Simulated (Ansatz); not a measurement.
C2H7AlSi2, SMILES `C#C[SiH2][AlH][SiH3]`, 12 atoms. The species carries charge 0 and has multiplicity 1. All runs use 4 threads of a server CPU on a shared host. Correlated methods freeze the cores.

(1) Give the basis size and wall time and peak host memory of each of these runs in Ansatz. RKS SPW92 (LDA)/def2-TZVPP energy; RHF-MP2/def2-QZVPP energy; RKS PBE0-D4/def2-TZVP frequencies; RKS ωB97M-V/def2-QZVPP energy; RKS PBE-D4/def2-TZVPP energy and forces; RHF-CCSD(T)/def2-TZVPP energy; RKS PBE0-D4/def2-QZVPP energy; direct RPA on PBE orbitals/def2-TZVPP energy; RHF-CCSD(T)/def2-SVP energy; RKS LC-ωPBE/def2-TZVPP energy; RKS CAM-B3LYP-D4/def2-TZVPP energy; RKS ωB97M-V/def2-SVP energy. (Estimate.)

Answers

(1) The calculation gave: Other jobs shared the machine, so times are rough.

```csv
level,job,functions,wall time,peak host memory (GiB)
RKS SPW92 (LDA)/def2-TZVPP,energy,286,1 s,0.45
RKS PBE-D4/def2-TZVPP,energy and forces,286,1.9 s,0.45
RHF-CCSD(T)/def2-SVP,energy,117,2.4 s,0.53
RKS LC-ωPBE/def2-TZVPP,energy,286,2.5 s,0.67
RKS ωB97M-V/def2-SVP,energy,117,2.8 s,0.42
RKS CAM-B3LYP-D4/def2-TZVPP,energy,286,3.1 s,1
direct RPA on PBE orbitals/def2-TZVPP,energy,286,3.8 s,0.75
RKS PBE0-D4/def2-QZVPP,energy,534,7 s,2.4
RKS ωB97M-V/def2-QZVPP,energy,534,16 s,2.9
RHF-MP2/def2-QZVPP,energy,534,19 s,3.7
RHF-CCSD(T)/def2-TZVPP,energy,286,46 s,8.3
RKS PBE0-D4/def2-TZVP,frequencies,215,120 s,0.67
```

LC-ωPBE has ω = 0.4 bohr⁻¹.
